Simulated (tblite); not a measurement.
C4H13NP2Si2.
Bonds: C1–C2, C2–C3, C3–N4, N4–Si5, Si5–P6, P6–Si7, Si7–P8, N4–C9, C1–C9, Si5–P8. Hydrogens: H10, H11 on C1; H12, H13 on C2; H14, H15 on C3; H16 on Si5; H17 on P6; H18, H19 on Si7; H20 on P8; H21, H22 on C9.

Computed with GFN2-xTB (tblite), gas phase: L-BFGS steps from a force-field or distance-geometry start until the largest atomic force falls under 0.01 eV/Å.

Geometry at step 1:
```
atom  x, y, z in Å
C1     -2.4766    0.4782   -0.7926
C2     -2.1871    0.9568    0.6425
C3     -1.0527    0.0328    1.1181
N4     -0.4004   -0.4113   -0.0936
Si5     0.9576    0.4662   -0.6554
P6      2.6387    0.4420    0.8401
Si7     3.7423   -0.4050   -0.9436
P8      1.9924   -0.6088   -2.3501
C9     -1.4890   -0.6762   -1.0063
H10    -3.5077    0.1526   -0.9111
H11    -2.2845    1.2756   -1.5091
H12    -3.0603    0.8801    1.2897
H13    -1.8498    1.9936    0.6538
H14    -0.3420    0.5252    1.7828
H15    -1.4741   -0.8380    1.6341
H16     0.8096    1.8717   -1.0824
H17     2.3220   -0.7882    1.3794
H18     4.4254   -1.6698   -0.6669
H19     4.6409    0.6230   -1.4588
H20     1.6493   -1.8776   -1.9201
H21    -1.1299   -0.7377   -2.0300
H22    -1.9553   -1.6272   -0.7285
```

Q: What forces act on the atoms?

A: 
```tsv
atom	Fx (eV/Å)	Fy (eV/Å)	Fz (eV/Å)
C1	-0.035	0.093	0.081
C2	0.057	0.007	0.084
C3	-0.099	0.086	0.087
N4	0.051	-0.100	0.076
Si5	0.006	0.023	-0.082
P6	0.088	0.016	0.054
Si7	0.027	-0.044	0.079
P8	-0.064	-0.042	-0.043
C9	-0.098	0.063	-0.040
H10	-0.015	-0.022	-0.025
H11	0.012	-0.004	-0.006
H12	0.025	-0.018	-0.029
H13	-0.010	-0.030	-0.057
H14	-0.041	-0.014	-0.038
H15	0.041	-0.023	-0.032
H16	0.000	0.030	-0.018
H17	-0.008	-0.024	0.001
H18	-0.019	0.049	-0.009
H19	0.019	0.014	-0.011
H20	0.008	0.026	-0.014
H21	0.039	-0.052	-0.061
H22	0.016	-0.035	0.003
```

The largest, 0.16 eV/Å, acts on C3; the rms over all components is 0.048 eV/Å. The forces sum to zero within rounding, as they must for an isolated molecule in no field.

Q: Give the force on C3 in Eh/bohr and in nN.

A: 0.157 eV/Å ÷ 51.422 = 0.00306 Eh/bohr, and 0.157 eV/Å × 1.602 = 0.25 nN.

Q: How far is this geometry from the end of the optimisation?

A: 0.003 eV above it, and 0.004 Å rms away after alignment. The bonds farthest from their final lengths, with half the difference of the two atoms' forces along the bond (positive lengthens):

```
  bond  now (Å)  final (Å)  force along bond (eV/Å)
Si5–P6    2.250      2.258                    +0.08
Si7–P8    2.254      2.260                    +0.07
 N4–C9    1.445      1.449                    +0.08
N4–Si5    1.712      1.715                    +0.04
 C2–C3    1.538      1.535                    -0.08
 C3–N4    1.446      1.449                    +0.07
```

The angle farthest from its final value is C1–C2–H13, 111.3° against 110.7°.

The cost below is that of the whole relaxation. Hardware: an Intel Xeon Platinum 8375C at 2.90 GHz with one thread, no GPU, shared host. Cost: 0.19 s.
